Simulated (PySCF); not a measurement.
# Static response to an electric field

C7H3N3.
Geometry (GFN2-xTB, Å), atoms numbered from 1 in this order:
```
atom  x, y, z in Å
C1     2.9163   -0.0047    0.0258
C2     1.7272   -0.1739    0.0063
C3     0.3330   -0.3734   -0.0190
C4    -0.2338   -1.6578   -0.1013
N5    -1.5293   -1.8700   -0.1232
N6    -2.3709   -0.8784   -0.0717
C7    -1.9410    0.3612    0.0026
C8    -0.5766    0.6916    0.0341
C9    -0.1507    2.0362    0.1157
N10    0.1731    3.1332    0.1823
H11    3.9551    0.1431    0.0418
H12    0.3936   -2.5361   -0.1501
H13   -2.7004    1.1294    0.0390
```

Level: CAM-B3LYP/def2-SVPD (PySCF), static field, nuclei fixed, core orbitals frozen in the response. The polarisability tensor in these axes (au):

```
x   127.62   7.00   1.08
y     7.00 110.38   3.46
z     1.08   3.46  52.23
```

Question: What are the eigenvalues, a third of the trace, and Δα (Δα² = ½Σ(αi − αj)² over the three pairs)?

Answer: Principal values 52.02, 108.05 and 130.16 au; mean 96.75 au = 14.34 Å³ = 15.95 × 10⁻⁴⁰ C²·m²/J; Δα = 69.77 au (72 % of the mean).

Question: What is the dipole moment, and where does it point?

Answer: (2.59, -1.09, -0.05) D, 2.81 D in size, pointing from the negative to the positive side. Measured along this direction, the outermost atoms are H13 at the negative end and H11 at the positive end.

Question: In TDDFT the mean static polarisability is Σ f/ω² over all singlet excitations (ω in hartree). How much of it do the 8 lowest give? Their energies (eV) and oscillator strengths: 3.19, 0.0022; 3.93, 0.0000; 4.91, 0.1796; 4.96, 0.0001; 5.27, 0.0549; 5.63, 0.0004; 6.12, 0.3903; 6.19, 0.0054.

Answer: They add up to 14.97 au, 15.5 % of the 96.75 au; the largest single term is 7.71 au, from the state at 6.12 eV. Terms in order: 0.16, 0.00, 5.52, 0.00, 1.46, 0.01, 7.71, 0.10 au. Higher excitations give the rest. The strengths listed sum to 0.633.

Question: What would n − 1 = 2πNα be for an ideal gas of these molecules at 273.15 K and 1 atm, electronic part alone?

Answer: N = p/kT = 2.6868 × 10¹⁹ cm⁻³, so n − 1 = 2π × N × 14.34 × 10⁻²⁴ cm³ = 2420 × 10⁻⁶ at long wavelengths.

Question: What are the principal values of the traceless quadrupole moment, Θ = ½Σq(3rr − r²1), about the centre of nuclear charge?

Answer: -22.61, 4.46, 18.16 D·Å. The values depend on the origin, since the dipole doesn't vanish. The electronic extent ⟨r²⟩ about the same centre is 1289 bohr², a root-mean-square distance of 2.34 Å for the 66 electrons.

Question: In a dilute gas of rigid molecules at 273 K, how does the orientational term μ²/3kT compare with the electronic polarisability?

Answer: In Gaussian units μ²/3kT = 69.64 Å³ against 14.34 Å³, a ratio of 4.86; the Debye molar polarisation (4π/3)N_A(α + μ²/3kT) is 211.8 cm³/mol, leaving out the vibrational part.

Question: Estimate the molar refractivity from the static electronic polarisability.

Answer: Lorentz–Lorenz: R = (4π/3)N_A α = 2.5225 cm³/(mol·Å³) × 14.34 Å³ = 36.2 cm³/mol, in the limit of long wavelengths.

Isolated species at its GFN2-xTB geometry, gas phase.
